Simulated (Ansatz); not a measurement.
`F[Si](F)([SiH3])Cl` + `BO` → `OB[Si](F)([SiH3])Cl` + H–F  (formal exchange of groups at the Si–F bond)

Calculated with Ansatz (gas phase, PBE0-D4/def2-TZVP geometries, no zero-point term in ΔE). CCSD(T)/CBS is the MP2 limit (def2-TZVPP, def2-QZVPP) plus CCSD(T) − MP2 in def2-TZVPP, frozen cores. This one scheme is used for every species. Each species was taken in one conformer, which may not be the lowest.

`F[Si](F)([SiH3])Cl`:

```xyz
8

F    -1.860    1.082   -0.676
Si   -1.095   -0.143   -0.024
F    -1.527   -1.428   -0.846
Si    1.214    0.166   -0.079
Cl   -1.787   -0.364    1.876
H     1.538    1.387    0.699
H     1.660    0.320   -1.487
H     1.857   -1.020    0.537
```

`BO`:

```xyz
5

B     0.334   -0.173    0.189
O    -0.337    0.466   -0.790
H     1.501   -0.365    0.006
H    -0.229   -0.524    1.190
H    -1.269    0.596   -0.594
```

`OB[Si](F)([SiH3])Cl`:

Z-matrix (Å, degrees):
```
Si
B 1 2.028
Si 1 2.345 2 118.5
F 1 1.606 2 109.5 3 -125.3
Cl 1 2.068 2 105.4 3 120.1
O 2 1.348 1 117.0 3 -16.7
H 2 1.203 1 122.3 3 165.1
H 3 1.487 1 109.9 2 178.0
H 3 1.486 1 108.9 2 58.1
H 3 1.488 1 110.2 2 -61.5
H 6 0.962 2 114.2 1 -177.4
```

H–F:

```xyz
2

F    -0.266    0.104    0.360
H     0.266   -0.104   -0.360
```

| species | SCS-MP2/def2-TZVPP energy (Eh) |
| --- | --- |
| `F[Si](F)([SiH3])Cl` | -1239.22510 |
| `BO` | -101.72534 |
| `OB[Si](F)([SiH3])Cl` | -1240.55137 |
| H–F | -100.33020 |

(1) Work out ΔE.

Largest T1 diagnostic among the species: 0.014.

## Answers

(1) ΔE = (-1240.55137) + (-100.33020) − (-1239.22510) − (-101.72534) = 0.06887 Eh = +180.8 kJ/mol. CCSD(T)/CBS gives +170.8 kJ/mol.

The D4 term adds −7.5 kJ/mol with B3LYP and −4.5 kJ/mol with PBE0; it sums over pairs of atoms, weighted by their polarisabilities, and B3LYP, whose exchange is more repulsive, gets the larger term. From PBE to PBE0 (25 % exact exchange), in def2-TZVPP and without D4, ΔE moves by +5.4 kJ/mol.

B3LYP here is the variant with VWN-RPA as its local correlation; programs differ in this.
